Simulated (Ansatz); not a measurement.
**Which method gave which barrier?**

Saddle point of CH6InN, closed shell (InNH₂ ([NH2][In]) + CH₄ → CH₃In ([CH3][In]) + NH₃; bonds formed: In1–C4, N2–H3; bonds broken: In1–N2, H3–C4), PBE0-D4/def2-TZVP structure:

In1  (-0.798, -1.501, -0.983)
N2  (-0.332, -0.858, 1.189)
H3  (0.038, 0.044, 0.316)
C4  (0.333, 0.814, -0.854)
H5  (0.403, -1.311, 1.720)
H6  (-1.072, -0.605, 1.833)
H7  (1.148, 0.524, -1.529)
H8  (0.733, 1.619, -0.222)
H9  (-0.452, 1.275, -1.468)
(Å)

Ansatz 0.2.0; basis: def2-TZVPP, with def2-QZVPP for the basis limit; cores frozen in the correlated methods. Filled d shells of the heavier atoms are correlated. Core potentials replace the inner electrons of the atoms past krypton. The def2 sets are not built for correlating such inner shells, so the correlated values are less sure here. Extrapolation: Hartree–Fock as exp(−7.88 √X), correlation as X^−2.97. Four methods, as single points on the PBE0-D4 structures, gave these electronic barriers from the start structure: 123.3, 132.0, 145.5, 205.9 kJ/mol.

(1) The methods were, in alphabetical order, HF, MP2, PBE-D4, r2SCAN-D4. Which gave which? (Judge from chemistry; the calculation decides.)

The T1 diagnostic stays at or below 0.016.

Answers

(1) Computed: PBE-D4 123.3; r2SCAN-D4 132.0; MP2 145.5; HF 205.9 kJ/mol. For comparison, CCSD(T) at an estimated basis limit (MP2 extrapolated from triple and quadruple zeta, plus CCSD(T) − MP2 in triple zeta) gives 150.1 kJ/mol.

Labels in which every atom is bracketed show which atoms are joined, not bond orders.

For scale, one of the runs: CCSD(T)/def2-TZVPP, 196 basis functions, launched by `ansatz run in.yaml --threads 4 --pin off --events-out ev --progress --plain --max-ram 9574MiB`. The run took 56 s on 4 CPU threads of an Arm Neoverse V1 (shared host), with 2.6 GiB of host memory at its peak.
